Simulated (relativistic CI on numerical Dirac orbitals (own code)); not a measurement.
Rh3+: M2,3 absorption edge

Computed with this model: Dirac-Coulomb-Breit CI, orbitals from a KLI potential per configuration, model QED, valence Slater integrals scaled by 0.7, multiplet model of core-to-valence dipole absorption; configurations [Kr] 4d6 → [Ne] 3s2 3p5 3d10 4s2 4p6 4d7; 80 K; Lorentzian 3 eV and Gaussian 0.4 eV FWHM. Energies are those of the free ion, without screening or charge transfer. The branching ratio is the share of the lower-energy edge in the whole absorption, uncertain by about 0.02 where the edges overlap. S is read from ⟨S²⟩ = S(S + 1).

Field parameters in Wybourne normalisation: D4h B²₀ = −7Ds, B⁴₀ = 21(Dq − Dt), B⁴₄ = 21√(5/14) Dq. The field is a parameter set, without covalency.

free ion: ground-state S = 1.98, centroid 505.54 eV, branching ratio 0.844. Peaks (eV, height): 501.5 (100), 526.5 (19).

D4h, 10Dq = 25100, Ds = -1500, Dt = -230 cm⁻¹: ground-state S = 0.05, centroid 508.29 eV, branching ratio 0.772. Peaks (eV, height): 502.5 (100), 527.5 (30).

The statistical ratio of this edge is 2/3 = 0.667. Values above it arise where the holes sit mainly in the j = l + 1/2 valence subshell or the ground state has high spin; values below it where core-valence Coulomb terms move weight to the upper edge, as in nearly empty shells.

Strongest unbroadened transitions for free ion:

```
Energy (eV)  Relative strength
     501.21               17.6
     501.35               38.1
     501.40              100.0
     501.42                7.8
     501.57               22.6
     501.97                0.5
     502.37               41.8
     502.66                1.3
     502.79                1.7
     502.94                1.0
     503.11                1.5
     503.15                0.4
     526.54               18.2
     526.63                9.8
     526.77                1.4
     526.91               10.0
     527.10                1.9
     528.17                1.6
```
